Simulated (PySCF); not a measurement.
## Radial density of I³⁺ (iodine, charge +3)

UHF, [Kr] 4d10 5s2 5p2, high-spin 3P determinant. All numbers are calculated (PySCF 2.14, scalar relativity through the core potential, in aug-cc-pwCVDZ-PP with ECP28MDF (6s5p4d1f, 48 functions)). This is the valence pseudo-density: the core potential removes the inner electrons and smooths the orbitals near the nucleus.

```json
{"r (bohr)": "0.00192", "4πr²ρ (e/bohr)": "1.059e-05", "4πr²(ρα − ρβ)": "0.0000"}
{"r (bohr)": "0.00323", "4πr²ρ (e/bohr)": "2.957e-05", "4πr²(ρα − ρβ)": "0.0000"}
{"r (bohr)": "0.00544", "4πr²ρ (e/bohr)": "8.062e-05", "4πr²(ρα − ρβ)": "0.0000"}
{"r (bohr)": "0.00915", "4πr²ρ (e/bohr)": "0.0002064", "4πr²(ρα − ρβ)": "0.0000"}
{"r (bohr)": "0.0154", "4πr²ρ (e/bohr)": "0.0004545", "4πr²(ρα − ρβ)": "0.0000"}
{"r (bohr)": "0.0259", "4πr²ρ (e/bohr)": "0.0007802", "4πr²(ρα − ρβ)": "0.0000"}
{"r (bohr)": "0.0435", "4πr²ρ (e/bohr)": "0.001171", "4πr²(ρα − ρβ)": "0.0000"}
{"r (bohr)": "0.0732", "4πr²ρ (e/bohr)": "0.002307", "4πr²(ρα − ρβ)": "0.0000"}
{"r (bohr)": "0.123", "4πr²ρ (e/bohr)": "0.01614", "4πr²(ρα − ρβ)": "0.0003"}
{"r (bohr)": "0.207", "4πr²ρ (e/bohr)": "0.1953", "4πr²(ρα − ρβ)": "0.0028"}
{"r (bohr)": "0.349", "4πr²ρ (e/bohr)": "3.161", "4πr²(ρα − ρβ)": "0.0503"}
{"r (bohr)": "0.586", "4πr²ρ (e/bohr)": "22.79", "4πr²(ρα − ρβ)": "0.2788"}
{"r (bohr)": "0.986", "4πr²ρ (e/bohr)": "18.12", "4πr²(ρα − ρβ)": "-0.0202"}
{"r (bohr)": "1.66", "4πr²ρ (e/bohr)": "4.287", "4πr²(ρα − ρβ)": "1.1795"}
{"r (bohr)": "2.79", "4πr²ρ (e/bohr)": "0.9414", "4πr²(ρα − ρβ)": "0.5797"}
{"r (bohr)": "4.69", "4πr²ρ (e/bohr)": "0.02248", "4πr²(ρα − ρβ)": "0.0188"}
{"r (bohr)": "7.89", "4πr²ρ (e/bohr)": "0.0001197", "4πr²(ρα − ρβ)": "0.0001"}
```

Energies and moments cover only the electrons outside the core potential.

Where is the radial spin density 4πr²(ρα − ρβ) most negative, and why is it negative at all?

Around r = 0.986 bohr, down to -0.0202 e/bohr: exchange with the open shell polarises the paired shells in an unrestricted calculation.
